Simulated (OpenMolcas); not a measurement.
O+: effect of the IPEA shift

| Quantity | Value |
| --- | --- |
| Program | OpenMolcas |
| Basis | ANO-RCC-VTZP [4s3p2d1f] |
| Scalar Hamiltonian | DKH2, point nucleus |
| Active space | 5 electrons in 4 orbitals (2s 2p) |
| State averaging | 2S+1 = 4 odd, 1 root; 2S+1 = 2 odd, 8 roots; 2S+1 = 4 even, 3 roots; 2S+1 = 2 even, 9 roots |
| Spin-orbit coupling | state interaction with AMFI integrals over the reference wave functions, term energies averaged over their components |

Methods on the same reference wave functions:
A. CASSCF
B. SS-CASPT2, IPEA 0 Eh, imaginary shift 0.1 Eh (closed shells correlated: 1s)
C. SS-CASPT2, IPEA 0.25 Eh, imaginary shift 0.1 Eh (closed shells correlated: 1s)

Energies in cm⁻¹ above 2s² 2p³ ⁴S°_3/2, the measured ground level; measured values from NIST Handbook of Basic Atomic Spectroscopic Data.

| Level | A | B | C | Measured |
| --- | --- | --- | --- | --- |
| 2s² 2p³ ⁴S°_3/2 | 0.0 | 0.0 | 0.0 | 0.0 |
| 2s² 2p³ ²D°_3/2 | 30465 | 27740 | 27630 | 26831 |
| 2s² 2p³ ²D°_5/2 | 30469 | 27740 | 27630 | 26811 |
| 2s² 2p³ ²P°_3/2 | 41114 | 41370 | 41080 | 40468 |
| 2s² 2p³ ²P°_1/2 | 41117 | 41370 | 41080 | 40470 |
| 2s 2p⁴ ⁴P_5/2 | 121690 | 120760 | 120530 | 119837 |
| 2s 2p⁴ ⁴P_3/2 | 121840 | 120910 | 120680 | 120000 |
| 2s 2p⁴ ⁴P_1/2 | 121929 | 121000 | 120770 | 120083 |
| 2s 2p⁴ ²D_3/2 | 179318 | 167860 | 168960 | 165996 |
| 2s 2p⁴ ²D_5/2 | 179319 | 167860 | 168960 | 165988 |
| 2s 2p⁴ ²S_1/2 | 208928 | 199130 | 200570 | 195710 |
| 2s 2p⁴ ²P_3/2 | 233640 | 218470 | 220280 | 212594 |
| 2s 2p⁴ ²P_1/2 | 233817 | 218650 | 220460 | 212762 |

Deviations, from unrounded energies. A percentage is the sum of absolute deviations over the sum of measured energies, with the sign that they share, or ± where signs differ.

```tsv
Against measurement	Levels	A	B	C
mean absolute deviation (cm-1)	12	8000	2100	2600
other terms of the ground configuration (%)	4	+6.4	+2.7	+2.1
other configurations (%)	8	+6.7	+1.6	+2.2
```

B lies closest to measurement on these levels and A furthest from it. The largest miss of B in the table is 2s 2p⁴ ²P_1/2, by +5900 cm-1. The ranking rests on the paired levels alone, and a cruder setting can come out closer through cancelling errors.

Between B and C the level of the table that moves most is 2s 2p⁴ ²P_3/2, by 1800 cm-1 (lowest in B, highest in C). Moves below CASPT2's spread within the term are not significant.

From A to B the spin-free energies of the other terms of 2s² 2p³ shown, above ⁴S°, scale by factors of 0.91 to 1.01.

The lowest spin-free term lies below A's lowest term by 0.115 hartree in B, 0.109 hartree in C.

CASPT2 breaks the degeneracy within a term, and the mean is taken; among the terms shown or strongly mixed into the levels shown the widest spread is 230 cm-1 (2s 2p⁴ ²D, C). Without dynamic correlation excited terms often stand tens of per cent too high (terms of higher spin than the ground term too low), and those without a measured partner can miss by more than the paired ones (holds for A). Computed and measured levels are paired by configuration, term and J; levels that our copy of the source lacks, or whose pairing is in doubt (as where it misses far off the trend of its configuration), stay unpaired and out of the deviations. Levels of configurations outside the active space are missing.

° marks odd parity.
